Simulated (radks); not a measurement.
Charge is removed step by step from the 4p3/2 level of Ag, starting from [Ar] 3d10 4s2 4p(1/2: 2, 3/2: 4) 4d10 5s1. Method: Dirac Kohn-Sham, LDA (Slater exchange, Perdew-Wang correlation), spin-unpolarised, spherical densities, finite nucleus; Fermi nuclear charge, rms radius 4.5454 fm; computed with a radial shooting solver on a logarithmic mesh with Libxc functionals.

removed (e)	E - E(0) (eV)	eigenvalue (eV)	E minus straight line (eV)
0	0.000	-57.038	0.000
0.125	7.228	-58.614	-0.738
0.25	14.655	-60.238	-1.276
0.375	22.289	-61.907	-1.608
0.5	30.134	-63.619	-1.729
0.625	38.195	-65.370	-1.633
0.75	46.478	-67.159	-1.316
0.875	54.987	-68.984	-0.773
1	63.725	-70.841	0.000

Removing the whole electron costs 63.725 eV by Delta-SCF, against 57.038 eV from minus the eigenvalue at the starting occupation. Slater's transition state (half an electron removed) gives 63.619 eV. Integrating minus the eigenvalue over the occupation (Janak's theorem) gives 63.725 eV. The mean slope of the eigenvalue, de/dn, is 13.8 eV per electron.
